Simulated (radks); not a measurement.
Se II, 33 electrons, occupied as [Ar] 3d10 4s2 4p3. All-electron calculation, scalar-relativistic Kohn-Sham, PBE, spin-unpolarised, spherical densities, finite nucleus; Fermi nuclear charge, rms radius 4.14 fm. Program: a radial shooting solver on a logarithmic mesh with Libxc functionals.

Unscreened Slater integrals over Kohn-Sham orbitals (hartree).

| integral | value |
|---|---|
| F0(4p,4p) | 0.42634 |
| F2(4p,4p) | 0.22226 |
| F0(4p,4s) | 0.46459 |
| G1(4p,4s) | 0.30501 |
| F0(4p,3d) | 0.55742 |
| F2(4p,3d) | 0.11071 |
| G1(4p,3d) | 0.037934 |
| G3(4p,3d) | 0.034163 |
| F0(4p,3p) | 0.56024 |
| F2(4p,3p) | 0.10248 |
| G0(4p,3p) | 0.024749 |
| G2(4p,3p) | 0.028529 |
| F0(4s,4s) | 0.51672 |
| F0(4s,3d) | 0.65989 |
| G2(4s,3d) | 0.058148 |
| F0(4s,3p) | 0.66433 |
| G1(4s,3p) | 0.042858 |
| F0(3d,3d) | 1.4614 |
| F2(3d,3d) | 0.69327 |
| F4(3d,3d) | 0.43482 |
| F0(3d,3p) | 1.4892 |
| F2(3d,3p) | 0.71231 |
| G1(3d,3p) | 0.86545 |
| G3(3d,3p) | 0.53409 |
| F0(3p,3p) | 1.5319 |
| F2(3p,3p) | 0.76737 |

Derived for the open shells (J is the average intra-shell exchange parameter used in DFT+U). 4p: J = F2/5 = 0.04445 hartree.
